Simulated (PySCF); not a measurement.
# Electronic structure of Kr (krypton, neutral) at the UHF level

Configuration: [Kr], closed-shell 1S. All numbers are calculated (PySCF 2.14, a scalar-relativistic core potential, in aug-cc-pVDZ-PP with ECP10MDF).

| Quantity | Value |
| --- | --- |
| Total energy | -462.180310 hartree |
| One-electron energy | -808.8178 hartree |
| Hartree (Coulomb) energy | 378.6344 hartree |
| Exchange energy | -31.9968 hartree |
| ⟨S²⟩ | 0.0000 |
| ⟨L²⟩ | 0.000 |
| Sum of ⟨r⟩ | 24.68 bohr |
| Sum of ⟨r²⟩ | 38.82 bohr² |
| Time after the integrals | 0.06 s of wall time on 1 thread of Neoverse-V2 (shared host) |

```json
{"shell": "3s", "electrons": "2", "mean orbital energy (eV)": "-293.98", "rms radius, mean of both spins (bohr)": "0.567"}
{"shell": "3p", "electrons": "6", "mean orbital energy (eV)": "-230.85", "rms radius, mean of both spins (bohr)": "0.583"}
{"shell": "3d", "electrons": "10", "mean orbital energy (eV)": "-102.08", "rms radius, mean of both spins (bohr)": "0.605"}
{"shell": "4s", "electrons": "2", "mean orbital energy (eV)": "-32.335", "rms radius, mean of both spins (bohr)": "1.71"}
{"shell": "4p", "electrons": "6", "mean orbital energy (eV)": "-14.260", "rms radius, mean of both spins (bohr)": "2.11"}
```

Energies and moments cover only the electrons outside the core potential.
